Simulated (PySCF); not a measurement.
## Spin states and ions at one geometry of [HfOF3]−

PySCF 2.14.0, RKS TPSS, Hf def2-SVP with ECP60, O def2-SVP, F def2-SVP; non-relativistic Hamiltonian with scalar-relativistic core potentials where named; density fitting; no spin-orbit coupling; singlets restricted, open shells unrestricted. The geometry is relaxed for charge -1, singlet, vacuum:

```xyz
5

Hf    0.0112    0.0112    0.0112
O     1.0649    1.0649    1.0649
F    -1.1356   -1.1356    1.1623
F     1.1623   -1.1356   -1.1356
F    -1.1356    1.1623   -1.1356
```

Energies count from the relaxed state; an electron taken off or put on is at rest in vacuum. Charges and spins are Mulliken's.

```
                     state  energy (eV)  spin squared  charge on Hf1 (e)  spin on Hf1 (e)  dipole about the centre of mass (D)
charge -1, singlet, vacuum         0.00          0.00               0.80             0.00                                 2.75
charge -1, triplet, vacuum         5.25          2.00               0.23             1.03                                 0.64
```

**Question.** What does the state charge 0, doublet, vacuum give?

**Answer.** energy (eV) 4.63, spin squared 0.75, charge on Hf1 (e) 1.22, spin on Hf1 (e) -0.02, dipole about the centre of mass (D) 0.84.

With an electron taken off (doublet) the charges change, summed by element, by Hf +0.42 e, O +0.32 e, F +0.26 e. The vertical ionisation energy is 4.63 eV, against −ε(HOMO) = 1.04 eV of the relaxed state. The level lies 3.6 eV too high, as is usual for semilocal functionals and global hybrids, which keep a self-interaction error.

Open shells may have lower solutions than those found. Hard to converge, so the more doubtful: charge -1, triplet, vacuum.

No frequency check is given that shows the relaxed geometry to be a minimum.
